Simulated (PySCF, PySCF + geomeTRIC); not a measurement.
Another site gives an ion 45710.08 eV lower (`O=[CH][GeH3]`) at the level PBE-D3(BJ)/def2-TZVP // TPSSh-D3(BJ)/def2-TZVP (PySCF).

These are TPSSh-D3(BJ)/def2-TZVP (PySCF + geomeTRIC) values and carry that method's errors. fastk is a local helper that only speeds up exchange builds. No frequencies were computed at this level.

```python
import json, numpy as np
from pyscf import gto, dft
from fastk import lowrank_exchange
atoms = """
O     -1.102094    -0.462925    -0.726461
C     -0.545580     0.131266     0.143622
S      1.197312     0.190281     0.352877
H     -1.038731     0.718539     0.927716
H      1.489091    -0.577161    -0.697754
"""
def scf(charge, spin, dm0=None):
    mol = gto.M(atom=atoms, basis='def2-tzvp', ecp={}, charge=charge, spin=spin, verbose=3, max_memory=3780)
    mf = dft.KS(mol, xc='tpssh').density_fit(auxbasis="def2-universal-jkfit")
    mf.disp = 'd3bj'
    mf.grids.level = 3
    mf.conv_tol = 1e-8
    mf.max_cycle = 60
    mf.kernel(dm0)
    if not mf.converged:
        mf = mf.newton().run(mf.mo_coeff, mf.mo_occ).undo_soscf()
    return mf
mf = scf(0, 0)
from pyscf.geomopt.geometric_solver import kernel as optimize
path = []
done, mol = optimize(mf, maxsteps=80, assert_convergence=False, callback=lambda env: path.append((env["energy"], bool(env["g_scanner"].converged))))
res = dict(converged=bool(done and path[-1][1]), energy=path[-1][0], path=[e for e, c in path], xyz=mol.atom_coords(unit="Angstrom").tolist(), nao=mol.nao)
json.dump(res, open("result.json", "w"))
```

Output:

```
converged SCF energy = -512.798534185695
Geometry optimization cycle 1
converged SCF energy = -512.798534185704
cycle 1: E = -512.798534186  dE = -512.799  norm(grad) = 0.027697
Geometry optimization cycle 2
converged SCF energy = -512.797619164492
cycle 2: E = -512.797619164  dE = 0.000915021  norm(grad) = 0.0268168
Geometry optimization cycle 3
converged SCF energy = -512.799014109525
cycle 3: E = -512.79901411  dE = -0.00139495  norm(grad) = 0.0103104
Geometry optimization cycle 4
converged SCF energy = -512.799235929789
cycle 4: E = -512.79923593  dE = -0.00022182  norm(grad) = 0.00115616
Geometry optimization cycle 5
converged SCF energy = -512.799238946635
cycle 5: E = -512.799238947  dE = -3.01685e-06  norm(grad) = 0.000536564
Geometry optimization cycle 6
converged SCF energy = -512.799239123282
cycle 6: E = -512.799239123  dE = -1.76647e-07  norm(grad) = 0.000334892
<class 'geometric.internal.Distance'> : 4
<class 'geometric.internal.Angle'> : 3
<class 'geometric.internal.OutOfPlane'> : 1
<class 'geometric.internal.Dihedral'> : 2
<class 'geometric.internal.TranslationX'> : 1
<class 'geometric.internal.TranslationY'> : 1
<class 'geometric.internal.TranslationZ'> : 1
<class 'geometric.internal.RotationA'> : 1
<class 'geometric.internal.RotationB'> : 1
<class 'geometric.internal.RotationC'> : 1
Step    0 : Gradient = 1.239e-02/1.952e-02 (rms/max) Energy = -512.7985341857
Step    1 : Displace = 5.403e-02/9.584e-02 (rms/max) Trust = 1.000e-01 (=) Grad = 1.199e-02/2.027e-02 (rms/max) E (change) = -512.7976191645 (+9.150e-04) Quality = -0.739
Step    2 : Displace = 2.691e-02/4.395e-02 (rms/max) Trust = 2.701e-02 (-) Grad = 4.611e-03/7.783e-03 (rms/max) E (change) = -512.7990141095 (-1.395e-03) Quality = 1.003
Step    3 : Displace = 2.001e-02/3.373e-02 (rms/max) Trust = 3.820e-02 (+) Grad = 5.171e-04/9.316e-04 (rms/max) E (change) = -512.7992359298 (-2.218e-04) Quality = 0.926
Step    4 : Displace = 1.924e-03/2.840e-03 (rms/max) Trust = 5.403e-02 (+) Grad = 2.400e-04/3.750e-04 (rms/max) E (change) = -512.7992389466 (-3.017e-06) Quality = 0.977
Step    5 : Displace = 4.434e-04/6.361e-04 (rms/max) Trust = 7.640e-02 (+) Grad = 1.498e-04/2.373e-04 (rms/max) E (change) = -512.7992391233 (-1.766e-07) Quality = 0.456
Converged! =D
```

Cost: roughly 60 core-seconds.
